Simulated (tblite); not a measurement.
Species: C7H10O2Si.
Z-matrix (Å and degrees, GFN2-xTB geometry), rows numbered from 1:
```
O 
C   1  1.2116
O   2  1.3397  1  121.28
C   2  1.4765  1  123.75  3   178.90
C   4  1.5056  2  111.06  1    12.42
C   5  1.5055  4  118.41  2  -152.02
C   6  1.3342  5  104.96  4   119.59
Si  7  1.9026  6   94.75  5    -2.67
C   4  1.5150  2  116.25  1  -130.76
C   9  1.4881  4   60.40  2  -109.65
H   3  0.9700  2  109.64  1     0.29
H   5  1.0946  4  108.24  2    79.84
H   6  1.0817  5  125.45  4   -62.55
H   7  1.0795  6  126.61  5   177.67
H   8  1.4562  5  115.52  4   123.29
H   8  1.4583  5  118.01  4   -16.38
H   9  1.0795  4  117.84 10   108.47
H   9  1.0793  4  116.41 10  -109.92
H  10  1.0789  4  118.15  9  -108.56
H  10  1.0795  4  116.30  9   109.38
```

Level: GFN2-xTB in tblite, geometry and Hessian alike; calculated harmonic values, unscaled, isolated species. Errors from tens to a few hundred cm⁻¹ against measured bands are possible. Modes of hydrogen on silicon can be 10 to 20 % off. One conformer, not necessarily the lowest.

Harmonic wavenumbers (cm⁻¹): 56.8, 77.4, 109.6, 138.0, 230.9, 245.9, 270.6, 327.6, 368.1, 440.2, 500.5, 515.2, 574.5, 598.2, 610.9, 641.3, 677.0, 724.3, 730.8, 759.9, 793.5, 812.0, 823.3, 885.7, 904.2, 936.4, 947.6, 1032.4, 1052.8, 1060.0, 1065.0, 1081.6, 1117.6, 1139.9, 1148.2, 1193.0, 1242.3, 1278.1, 1317.4, 1366.2, 1420.3, 1474.3, 1605.2, 1730.0, 2295.0, 2313.8, 2916.6, 3033.2, 3064.5, 3088.4, 3091.2, 3097.1, 3114.4, 3448.6.

A = 1931, B = 1030, C = 743.5 MHz; mass 154.045 u (most abundant isotopes); point group C1, symmetry number 1.

Task: Zero-point energy?

Result: Half the sum of the wavenumbers: 32744 cm⁻¹ = 391.70 kJ/mol.

Task: Give the ideal-gas entropy at 500 K and 1 bar in the rigid-rotor, harmonic-oscillator model (classical rotation).

Result: Translation 182.43, rotation 130.98, vibration 219.07: S = 532.5 J/(mol K).

Task: And Cp and H(500 K) − H(0)?

Result: Cp = 267.20 J/(mol K), of which vibrations give 233.95 (their classical limit is 54 R = 449.0); H(500 K) − H(0) = 75.56 kJ/mol without the zero-point energy, 58.93 from vibrations.

Task: Blend soft modes into free rotors: weight 1/[1 + (100 cm⁻¹/ν̃)⁴] for the oscillator and the rest for a rotor with moment μB/(μ + B), μ = h/(8π²ν), B = 10⁻⁴⁴ kg m². What vibrational entropy results?

Result: 206.12 J/(mol K) in place of 219.07, which changes −T·S at 500 K by +6.48 kJ/mol.

Task: Which modes carry the vibrational entropy at 500 K?

Result: 56.8 cm⁻¹: 23.38; 77.4 cm⁻¹: 20.82; 109.6 cm⁻¹: 17.94; 138.0 cm⁻¹: 16.05; 230.9 cm⁻¹: 11.86; 245.9 cm⁻¹: 11.36 J/(mol K); the other 48 give 117.65 together.

Task: What must be added to the electronic energy to get the Gibbs energy at 500 K and 1 bar?

Result: ZPE + [H(500 K) − H(0)] − T·S = 391.70 + 75.56 − 266.24 = 201.02 kJ/mol.

Hindered rotation and anharmonicity are outside this model. Other conformers, if any are populated, would add a mixing term that is left out. The structure is chiral; the term R ln 2 for an equal mix with its mirror image is left out.
